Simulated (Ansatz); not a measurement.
The same molecule with X = Ti, Zr, Hf. Ansatz, PBE0-D4/def2-TZVP geometries, multiplicity 1. Each molecule was computed in one conformer, which needn't be the lowest.

Elements past krypton have def2 core potentials. Scalar relativity is left out up to krypton.

```
 X                    molecule  mean X–Cl bond length / Å  mean X–O bond length / Å  HOMO–LUMO gap (PBE0/def2-TZVPP) / eV  HOMO energy (PBE/def2-TZVPP) / eV  HOMO–LUMO gap (PBE/def2-TZVPP) / eV
Ti  `[OH][Ti]([Cl])([Cl])[Cl]`                      2.179                     1.745                                  6.02                              -7.89                                 3.81
Hf  `[OH][Hf]([Cl])([Cl])[Cl]`                      2.337                     1.881                                  7.90                              -7.91                                 5.68
```

Q: Give the row for X = Zr, `[OH][Zr]([Cl])([Cl])[Cl]`. (Best estimate.)

A: Ansatz gave: 
```json
{"X": "Zr", "molecule": "`[OH][Zr]([Cl])([Cl])[Cl]`", "mean X–Cl bond length / Å": "2.336", "mean X–O bond length / Å": "1.878", "HOMO–LUMO gap (PBE0/def2-TZVPP) / eV": "7.36", "HOMO energy (PBE/def2-TZVPP) / eV": "-7.92", "HOMO–LUMO gap (PBE/def2-TZVPP) / eV": "5.18"}
```

From Ti to Hf the mean X–Cl bond length rises at each step, by 0.158 Å in all; the mean X–O bond length rises at each step, by 0.136 Å in all; the HOMO–LUMO gap (PBE0/def2-TZVPP) rises at each step, by 1.88 eV in all; the HOMO energy (PBE/def2-TZVPP) hardly changes; the HOMO–LUMO gap (PBE/def2-TZVPP) rises at each step, by 1.87 eV in all.
